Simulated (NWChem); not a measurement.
# CAuO cation; SMILES [O+]#[C-]->[Au+]

```xyz
3

Au     0.0000     0.0000    -0.3847
O      0.0000     0.0000     2.6569
C      0.0000     0.0000     1.5221
```
Atoms are numbered in this order, from 1.

Computed with NWChem. Medium grid unless said otherwise, to which SCAN and Minnesota functionals are sensitive. The geometry was optimised at PBE-D3(BJ)/def2-SVP. This spin state was assumed; another may lie lower. def2 effective core potentials on Au; no spin-orbit coupling.

Task: Order these by “highest occupied level (eV)”, lowest first: BP86/def2-SVP; LC-BLYP (range parameter 0.33 per bohr)/def2-SVP; Hartree-Fock/def2-SVP; B3LYP/def2-SVP.

Result: Hartree-Fock/def2-SVP (-18.81), LC-BLYP (range parameter 0.33 per bohr)/def2-SVP (-17.98), B3LYP/def2-SVP (-15.46), BP86/def2-SVP (-14.51)
